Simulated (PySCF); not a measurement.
Species: C₅H₁₂O₂Si₂.
Numbering: `[OH:1][SiH:2]([OH:3])[C@@H:4]1[CH2:5][Si@@H:6]1[CH:7]1[CH2:8][CH2:9]1`

NICS = −σ at a ghost point: NICS(0) at the centroid of the ring atoms, NICS(1) 1 Å to either side along the normal of their mean plane, zz for the tensor component along that normal. Level: GIAO PBE0/pcSseg-1 (PySCF, non-relativistic, gas phase) on the GFN2-xTB geometry, one conformer.

Rings: 1. C4–C5–Si6; 2. C7–C8–C9.

| set | NICS(0) | NICS(1), two faces | NICS(1)zz, two faces |
| --- | --- | --- | --- |
| P | -26.8 | -8.2 / -7.2 | -17.4 / -12.1 |
| Q | -45.3 | -8.1 / -9.4 | -23.5 / -23.6 |

Question: Which set (ppm) belongs to which ring?

Answer: P = 1, Q = 2.
- 1 (3-membered ring with Si; formal bonds all single): mean NICS(1)zz -14.8 ppm, shielded. C4, C5, Si6 have four or more neighbours; no verdict on aromaticity is drawn.
- 2 (3-membered carbocycle; formal bonds all single): mean NICS(1)zz -23.5 ppm, shielded. C7, C8, C9 have four or more neighbours; no verdict on aromaticity is drawn.

Question: How do the rings differ in shape?

Answer: 
```
ring     bond lengths (Å)  rms pucker (Å)  HOMA  nearest outside atom to a NICS(1) probe (Å)
   1  1.547, 1.878, 1.888            0.00     –                                hydrogen 1.48
   2  1.503, 1.491, 1.503            0.00     –                                hydrogen 1.41
```

Shape of the structure used: `[OH:1][SiH:2]([OH:3])[C@@H:4]1[CH2:5][Si@@H:6]1[CH:7]1[CH2:8][CH2:9]1`: O1–Si2–C4–C5 94°, C5–Si6–C7–C8 110°, H–O1–Si2–O3 -37°, H–O3–Si2–O1 -170°.
